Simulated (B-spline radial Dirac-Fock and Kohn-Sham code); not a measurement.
# Dipole and non-dipole photoemission parameters of Hf³⁺ 3s

System: hafnium as Hf³⁺ in the configuration [Xe] 4f14 5d1; threshold 2605.6 eV (orbital energy of the model). The computed values come from a radial B-spline solver: Dirac-Hartree-Slater photoionisation with a Latter tail; cross sections with all multipoles, angular parameters from the dipole term and its interference with E2.

For linearly polarised light dσ/dΩ = σ/(4π) [1 + β P₂(cos θ) + (δ + γ cos²θ) sin θ cos φ], with θ from the polarisation vector and φ the angle between the beam and the projection of the electron momentum on the plane normal to the polarisation.

```
hν (eV)  σ (kb)      β       γ
 2984.4    25.7  1.925   1.057
   4870       ?      ?       ?
 5414.7    10.3  1.949   0.124
   6530    7.49  1.953  -0.030
 8047.8    5.16  1.956  -0.134
   9640    3.67  1.958  -0.160
```

Problem. Give the values at 4870 eV.

Solution. σ = 12.3 kb, β = 1.946, γ = 0.237. For an s subshell δ is negligible.
